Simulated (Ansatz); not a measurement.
Ansatz (a quantum-chemistry and plane-wave program) input (BHLYP/def2-TZVPD):

Ansatz 0.2 input:
```yaml
crystal:
  periodic: [false, false, false]
  atoms:
    - {symbol: Si, position_ang: [-0.12432750, 0.00265688, 0.15664529]}
    - {symbol: O, position_ang: [1.01276422, -0.09738812, -1.25726360]}
    - {symbol: O, position_ang: [-1.44049284, -0.08273181, -0.74295939]}
    - {symbol: O, position_ang: [0.29936839, -1.23187226, 1.06822288]}
    - {symbol: O, position_ang: [0.24165838, 1.41138372, 0.80478285]}
    - {symbol: H, position_ang: [1.97392675, 0.01668622, -1.17475872]}
    - {symbol: H, position_ang: [-2.25882818, 0.39862917, -0.58465312]}
    - {symbol: H, position_ang: [-0.04824192, -2.12699096, 0.99727152]}
    - {symbol: H, position_ang: [0.47537602, 1.53837435, 1.73049258]}
    - {symbol: H, position_ang: [0.69196692, 0.14097287, -2.14364814]}
basis:
  gaussian:
    orbitals: def2-TZVPD
hamiltonian:
  xc: {name: BHLYP}
total_charge: 1
output: {forces: true}
```

Output:

```
Functional definition: BHLYP
integrals: 0.20 GiB planned
1396 factors; their error is unknown
0.35 GiB of the device are held for the grids
1.43 GiB of device memory are held for the factors and their scratch space
mean field: 1.43 GiB planned
mean field evaluation 1: about -16127.5865 eV, gradient 1.1e2 eV
mean field evaluation 2: about -16123.5769 eV, gradient 1.2e2 eV
mean field evaluation 4: about -16145.3784 eV, gradient 3.1e0 eV
mean field evaluation 8: about -16145.4614 eV, gradient 3.7e-2 eV
mean field -16145.46137264 eV, -593.3347616576 hartree, gradient 5.5e-5 eV, S^2 0.000000; 0 other end points of the search recorded, 0 dependent functions left out
the calculation of the forces begins
reference -16145.46155972 eV, -593.3347685327 hartree; 25, 25 occupied and 223, 223 virtual orbitals, 1396 factors
Total energy: -16145.46155972 eV, -593.3347685327 hartree
Atom 0 at    -0.124327     0.002657     0.156645 Å, force     0.082921     0.012626    -0.076821 eV/Å
Atom 1 at     1.012764    -0.097388    -1.257264 Å, force     0.082120     0.195524    -0.078120 eV/Å
Atom 2 at    -1.440493    -0.082732    -0.742959 Å, force     0.054372     0.295933     0.444578 eV/Å
Atom 3 at     0.299368    -1.231872     1.068223 Å, force    -0.375069    -0.009379    -0.393610 eV/Å
Atom 4 at     0.241658     1.411384     0.804783 Å, force    -0.025210    -0.480895     0.261904 eV/Å
Atom 5 at     1.973927     0.016686    -1.174759 Å, force    -0.489821    -0.053774    -0.058409 eV/Å
Atom 6 at    -2.258828     0.398629    -0.584653 Å, force     0.430661    -0.262023    -0.083654 eV/Å
Atom 7 at    -0.048242    -2.126991     0.997272 Å, force     0.192352     0.485760     0.042560 eV/Å
Atom 8 at     0.475376     1.538374     1.730493 Å, force    -0.125480    -0.063074    -0.502666 eV/Å
Atom 9 at     0.691967     0.140973    -2.143648 Å, force     0.173156    -0.120697     0.444237 eV/Å
Dipole moment:     0.317332    -0.020913    -0.449867 e Å
```

It need not be the lowest isomer of its formula.
